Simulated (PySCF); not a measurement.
Gas-phase reaction: SnO₂ + N₂ ⇌ SnO + N₂O. Level: ωB97M-V/def2-TZVP†; standard pressure 1 bar.

Computed with PySCF and rigid-rotor harmonic-oscillator thermochemistry at 1 bar. † marks an energy on the PBE0/def2-TZVP geometry and frequencies. All species are closed-shell singlets. Sn: scalar-relativistic def2 core potential, no spin-orbit coupling. SnO₂: computed as isolated molecules; such fragments, hydroxides, amides, oligomers or adducts are transient or little studied in the gas. The harmonic model lacks anharmonicity and excited electronic states, which grow with temperature; levels with a mode under 35 cm⁻¹ are left out.

| T (K) | 1000/T (1/K) | log10 K |
|---|---|---|
| 600 | 1.6667 | -5.17 |
| 800 | 1.2500 | -3.90 |
| 1000 | 1.0000 | -3.15 |
| 1200 | 0.8333 | ? |
| 1400 | 0.7143 | -2.30 |
| 1600 | 0.6250 | -2.04 |

Fit log10 K = a + b·(1000/T) to the five rows, get the mean ΔH° and ΔS°, and predict log10 K at 1200 K.

Means: 1000/T = 1.0512, log10 K = -3.312. Sums of products about the means: Sxy = -2.15186, Sxx = 0.716131, so b = Sxy/Sxx = -3.00 and a = -3.312 − (-3.00)×1.0512 = -0.16.
ΔH° = −R ln 10 × 1000 K × b = −19.145 × (-3.00) = 57 kJ; ΔS° = R ln 10 × a = -3 J/K. The run's own values go from 58 kJ and -1 J/K at 600 K to 56 kJ and -4 J/K at 1600 K.
Prediction at 1200 K: -0.16 + (-3.00)×0.8333 = -2.66. The computed value is -2.66, 0.00 from the line.
For scale, ΔH°(298 K) is 61 kJ at this level, 58 kJ at ωB97X-V/def2-TZVP†, and runs from -252 to 94 kJ over the 18 levels computed.
